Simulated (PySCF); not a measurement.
An unknown shows these calculated signals:

¹H NMR (400 MHz, computed): δ 6.01 (m, 1H), 1.41 (s, 9H).

¹³C{¹H} NMR (computed): δ 212.6 (C), 169.2 (C), 99.3 (CH), 40.1 (C), 31.0 (CH3).

Gas phase, rapidly exchanging positions averaged, relativity neglected, a single conformation. GFN2-xTB structure; GIAO PBE0/pcSseg-1 shieldings; PySCF 2.14.0 with density-fitted response routines.

Referencing at the same level of theory: ¹H (31.72 ppm) and ¹³C (186.93 ppm) vs TMS.

Q: Which of these does the molecule contain: a Si–CH3 group, a tert-butyl group, a heteroaromatic ring, an ester, a nitrile?

A: 
- A Si–CH3 group: no.
- A tert-butyl group: yes (δC 31.0, 40.1; δH 1.41 (s)).
- A heteroaromatic ring: yes.
- An ester: no.
- A nitrile: no.

The data belong to `InChI=1S/C7H10FOP/c1-7(2,3)6-9-5(8)4-10-6/h4H,1-3H3`; they needn't prove each group on their own.

Carbon signals by region: 2 in the far downfield region (above 160 ppm), 1 at 50–100 ppm, 2 below 50 ppm. Above 160 ppm: 212.6, substituted aromatic carbon next to the ring oxygen, 169.2, aromatic carbon bearing fluorine.

Splittings by ¹⁹F and ³¹P in the carbon and heteronuclear signals aren't shown, as no couplings were computed. Shifts are as computed. Against solution values, carbons near 30 ppm lie about +3 ppm off and those near 130 ppm about +5 ppm. Of 1211 compounds with measured shifts, 218 miss one by over three times the rms of a fit or turn the order of signals round; such compounds aren't used in these exercises. No couplings were computed; multiplicities are counted from neighbouring protons, with m where these are inequivalent, close in shift, in a saturated or five-membered ring or joined by F or P, and br s for small geminal =CH2 splittings.
